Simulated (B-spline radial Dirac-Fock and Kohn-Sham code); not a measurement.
Two-hole binding energies of Nd⁴³⁺

System: neodymium as Nd⁴³⁺ in the configuration [Ne] 3s2 3p5.

The computed values come from a radial atomic solver: relaxed Dirac-Fock hole states (ΔSCF) with Breit and QED corrections and a finite nucleus. U is the two-hole binding energy less the two single-hole energies, the effective repulsion of the holes after relaxation. Each two-hole energy is an average over J within one jj subconfiguration.

```tsv
holes	E(a) (eV)	E(b) (eV)	E(ab) (eV)	U (eV)
1s⁻²	46277.4	46277.4	93664.1	1109.2
1s⁻¹ 2p1/2⁻¹	46277.4	9349.9	56003.7	376.3
2s⁻²	9733.4	9733.4	19702.9	236.2
2s⁻¹ 2p1/2⁻¹	9733.4	9349.9	19311.7	228.4
2p1/2⁻²	9349.9	9349.9	18984.3	284.4
2p1/2⁻¹ 3s⁻¹	9349.9	3745.5	?	?
```

Problem. Give the missing two-hole energy and U.

Solution. E(ab) = 13221.3 eV and U = 126.0 eV.
